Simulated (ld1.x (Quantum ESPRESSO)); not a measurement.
Reading a pseudo-wave (B)

Columns: radius, all-electron u(r) and pseudo u(r) of the 2s shell (level -9.63 eV) of boron in the configuration [He] 2s1.5 2p1.5; Wu–Cohen, scalar-relativistic, TM scheme, ld1.x (Quantum ESPRESSO) 7.5.

```tsv
r (bohr)	all-electron	pseudo
0.165	0.3071	-0.0654
0.330	0.1820	-0.1394
0.495	-0.0489	-0.2305
0.660	-0.2723	-0.3430
0.825	-0.4531	-0.4692
0.990	-0.5852	-0.5864
1.155	-0.6714	-0.6714
1.320	-0.7188	-0.7188
1.485	-0.7356	-0.7356
1.650	-0.7295	-0.7295
1.815	-0.7071	-0.7071
1.980	-0.6737	-0.6737
2.145	-0.6333	-0.6333
2.310	-0.5889	-0.5889
2.475	-0.5428	-0.5428
2.640	-0.4966	-0.4966
2.805	-0.4515	-0.4515
2.970	-0.4082	-0.4082
3.135	-0.3673	-0.3673
3.300	-0.3292	-0.3292
3.465	-0.2941	-0.2941
3.630	-0.2620	-0.2620
3.795	-0.2330	-0.2330
3.960	-0.2068	-0.2068
4.125	-0.1833	-0.1833
4.290	-0.1623	-0.1623
```

(1) How many radial nodes do the two functions have?

(2) At about which radius was the pseudo-wave matched?

(3) Where does each function peak?

(4) Is the pseudo-wave norm-conserving?

Answers

(1) The all-electron 2s function has n − l − 1 = 1; the pseudo-wave has 0, since the states of the same l below it are removed with the core.

(2) 1.30 bohr, where the columns begin to agree (steps of 0.17 bohr).

(3) Outermost all-electron maximum near 1.49 bohr, pseudo maximum near 1.49 bohr (to the table’s step).

(4) Yes: the TM scheme keeps the norm inside the radius equal to the all-electron one, which fixes the energy derivative of the logarithmic derivative at the level.
